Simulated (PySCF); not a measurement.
NMR data simulated for an unnamed compound:

¹H NMR (400 MHz, computed): δ 4.69 (s, 2H), 2.59 (s, 12H).

¹³C{¹H} NMR (computed): δ 39.1 (CH3).

- structure optimised with GFN2-xTB
- σ from GIAO-PBE0/pcSseg-1
- run in PySCF
- fast rotation and ring inversion assumed for equivalent nuclei, no relativistic terms, in vacuum, one computed conformer

Shifts are taken against calculated references (same method and geometry level): ¹H, ¹³C vs TMS.

Q: Which of these does the molecule contain: a nitrile, a ketone, a Si–H bond, an N-methyl group, a (CH3)2CH unit?

A: 
- A nitrile: no.
- A ketone: no.
- A Si–H bond: yes (δH 4.69 (s)).
- An N-methyl group: yes (δC 39.1; δH 2.59 (s)).
- A (CH3)2CH unit: no.

The data belong to SMILES CN([SiH2]N(C)C)C, C$_{4}$H$_{14}$N$_{2}$Si; they needn't prove each group on their own.

Carbon signals by region: 1 below 50 ppm.

Shifts are as computed. Against solution values, carbons near 30 ppm lie about +3 ppm off and those near 130 ppm about +5 ppm. Of 1211 compounds with measured shifts, 218 miss one by over three times the rms of a fit or turn the order of signals round; such compounds aren't used in these exercises. No couplings were computed; multiplicities are counted from neighbouring protons, with m where these are inequivalent, close in shift, in a saturated or five-membered ring or joined by F or P, and br s for small geminal =CH2 splittings.
